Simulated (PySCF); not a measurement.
Series GeXY, Y = silyl, computed as singlets and as triplets. All species are isolated molecules in the gas phase. One relaxed conformer stands for each flexible species; it need not be the lowest. Strings in code marks are SMILES.

The highest occupied spin orbital from two functionals at the same geometries (PBE0-D3(BJ)/def2-TZVP), both in PySCF: PBE-D3(BJ)/def2-TZVP and PBE0-D3(BJ)/def2-TZVP. 

```json
[
 {"species": "X = boryl, multiplicity 3 (`[BH2][Ge][SiH3]` (excited triplet))", "PBE0-D3(BJ)/def2-TZVP (eV)": "-6.33"},
 {"species": "X = mercapto, multiplicity 3 (`[SiH3][Ge][SH]` (excited triplet; Si–Ge–S–H torsion 94°))", "PBE0-D3(BJ)/def2-TZVP (eV)": "-5.50"},
 {"species": "X = formyl, multiplicity 3 (`[Ge]([SiH3])[CH]=O` (excited triplet; O–C–Ge–Si torsion 180°))", "PBE0-D3(BJ)/def2-TZVP (eV)": "-6.04"},
 {"species": "X = H, multiplicity 3 (`[SiH3][GeH]` (excited triplet))", "PBE0-D3(BJ)/def2-TZVP (eV)": "-5.57"}
]
```

Task: What does PBE-D3(BJ)/def2-TZVP give for each?

Result: 
- X = boryl, multiplicity 3 (`[BH2][Ge][SiH3]` (excited triplet)): -5.28
- X = mercapto, multiplicity 3 (`[SiH3][Ge][SH]` (excited triplet; Si–Ge–S–H torsion 94°)): -4.45
- X = formyl, multiplicity 3 (`[Ge]([SiH3])[CH]=O` (excited triplet; O–C–Ge–Si torsion 180°)): -5.10
- X = H, multiplicity 3 (`[SiH3][GeH]` (excited triplet)): -4.54
Over these rows, drawn at random from the members with no instability flagged (it was tested for open shells, ions and some series alone), PBE minus PBE0-D3(BJ): mean +1.02 eV, from +0.94 eV to +1.05 eV.
